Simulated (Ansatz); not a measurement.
Ansatz (a first-principles code) input (PBE0/def2-TZVPD):

Ansatz 0.2 input:
```yaml
crystal:
  periodic: [false, false, false]
  atoms:
    - {symbol: C, position_ang: [-1.87145714, -0.76015551, -0.33194027]}
    - {symbol: Si, position_ang: [-0.03144620, -0.42576375, -0.42808476]}
    - {symbol: Cl, position_ang: [0.26354125, 1.57122262, -0.90035779]}
    - {symbol: Cl, position_ang: [0.81726724, -0.80723559, 1.42452926]}
    - {symbol: H, position_ang: [-2.04978166, -1.80234614, -0.06587426]}
    - {symbol: H, position_ang: [-2.31308888, -0.11614965, 0.43208996]}
    - {symbol: H, position_ang: [-2.34188408, -0.54765806, -1.29230240]}
basis:
  gaussian:
    orbitals: def2-TZVPD
hamiltonian:
  xc: {name: PBE0}
total_charge: -1
```

End of the output:

```
integrals: 0.14 GiB planned
1239 factors; their error is unknown
mean field: 1.23 GiB planned
mean field evaluation 1: about -33997.0634 eV, gradient 3.9e1 eV
mean field evaluation 2: about -33994.5627 eV, gradient 4.7e1 eV
mean field evaluation 4: about -34000.6397 eV, gradient 2.3e0 eV
mean field evaluation 8: about -34000.6566 eV, gradient 1.6e-2 eV
mean field evaluation 16: about -34000.7117 eV, gradient 4.1e-5 eV
mean field -34000.71168188 eV, -1249.5031077990 hartree, gradient 4.1e-5 eV, S^2 0.000000; 0 other end points of the search recorded, 0 dependent functions left out
reference -34000.71171839 eV, -1249.5031091406 hartree; 29, 29 occupied and 170, 170 virtual orbitals, 1239 factors
Total energy: -34000.71171839 eV, -1249.5031091406 hartree
```

This state (charge -1, singlet) is run at the relaxed geometry of the species with charge 0 and multiplicity 2.
